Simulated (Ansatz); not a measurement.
`[AlH2][S][AlH2]` + `BBO` → `BB[O][AlH2]` + `[AlH2][SH]` at 298.15 K and 1 bar (ligand exchange at the Al–S bond).

Gas-phase electronic energies from Ansatz, PBE0-D4/def2-TZVP geometries. CCSD(T)/CBS adds triple-zeta CCSD(T) − MP2 to the extrapolated MP2 energy (def2 sets, frozen cores). This one scheme is used for every species. One conformer a species, not always the lowest.

```
          species  CCSD(T)/CBS energy (Eh)  H − E (kJ/mol)  S (J/(mol·K))
`[AlH2][S][AlH2]`               -884.26538            96.0          323.3
            `BBO`               -127.16606           137.4          269.0
    `BB[O][AlH2]`               -369.81813           151.7          336.3
     `[AlH2][SH]`               -641.61836            72.6          268.0
```

H − E and S are ideal-gas, rigid-rotor, harmonic terms from PBE0-D4/def2-TZVP, for one conformer and one mirror image of each species. 1 Eh = 2625.50 kJ/mol, R = 8.31446 J/(mol·K).

By hand: ΔE, ΔH, ΔS and ΔG.

ΔE = (-369.81813) + (-641.61836) − (-884.26538) − (-127.16606) = -0.00505 Eh = -13.3 kJ/mol. Δ(H − E) = 151.7 + 72.6 − 96.0 − 137.4 = -9.1, so ΔH = -22.4 kJ/mol. ΔS = 336.3 + 268.0 − 323.3 − 269.0 = 12.0 J/(mol·K). ΔG = -22.4 − 298.15 × (12.0)/1000 = -26.0 kJ/mol.

By hand: the equilibrium constant, and the temperature at which ΔG would vanish if ΔH and ΔS stayed fixed.

log₁₀ K = −ΔG/(RT ln 10) = 4.6. ΔH and −TΔS have one sign here, so there is no such temperature.

The number of gas molecules stays the same, so ΔS is small and ΔH decides. A doubt of 5 kJ/mol in ΔE shifts log₁₀ K by 0.9 here. Other conformers and mirror images would add mixing entropy, several J/(mol·K) or more a flexible species. These are equilibria of isolated gas molecules and say nothing of rates. Largest T1 diagnostic: 0.014 (customary marks: 0.02 for closed shells, 0.045 for open ones).

ΔS is within the doubt of such terms, so its sign, and with it that verdict, could turn.
